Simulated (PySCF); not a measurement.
# First hyperpolarisability: `C=C(F)/C(F)=C/C(F)(F)F`, C$_{5}$H$_{3}$F$_{5}$

Cartesian coordinates in Å; atom numbers follow the order of the lines, from 1:
```xyz
13

C     2.4265    0.6407   -0.9770
C     1.5071   -0.1669   -0.4507
F     1.7623   -1.4486   -0.1976
C     0.1449    0.2297   -0.0944
F    -0.1149    1.5042   -0.3419
C    -0.7692   -0.5943    0.4274
C    -2.1692   -0.2028    0.7673
F    -2.6731   -1.0521    1.6672
F    -2.2510    1.0260    1.2776
F    -2.9687   -0.2410   -0.3048
H     2.1808    1.6834   -1.1712
H     3.4209    0.2621   -1.2154
H    -0.4967   -1.6366    0.5884
```

The calculation used quadratic response CAM-B3LYP/aug-cc-pVDZ first hyperpolarisability, Taylor convention, gas phase (PySCF). Geometry: PBE0-D3(BJ)/def2-SVP.

(1) Give β for the processes computed.

(2) Which lowest excitations, dipole and polarisabilities go with it?

## Answers

(1) In au, Taylor convention; the vector part is βᵢ = ⅓ Σⱼ (βᵢⱼⱼ + βⱼᵢⱼ + βⱼⱼᵢ); β∥ is 3/5 of the vector part along the dipole, the dipole points from − to +:
| process | λ (nm) | β vector norm | β∥ | β HRS | depolarisation ratio |
| --- | --- | --- | --- | --- | --- |
| static β(0;0,0) | ∞ | 121.6 | -68.2 | 47.7 | 6.13 |
| second harmonic β(−2ω;ω,ω) | 1907 | 124.1 | -69.3 | 49.1 | 5.83 |
| Pockels β(−ω;ω,0) | 1907 | 122.4 | -68.6 | – | – |
| second harmonic β(−2ω;ω,ω) | 1064 | 129.5 | -71.4 | 52.5 | 5.12 |
| Pockels β(−ω;ω,0) | 1064 | 124.3 | -69.4 | – | – |

(2) S1 5.71 eV (f = 0.694); S2 6.75 eV (f = 0.003); S3 6.95 eV (f = 0.012); dipole 2.81 D; isotropic α 70.4 au static, 70.7 au at 1907 nm, 71.4 au at 1064 nm, 71.6 au at 953.5 nm, 74.7 au at 532 nm.
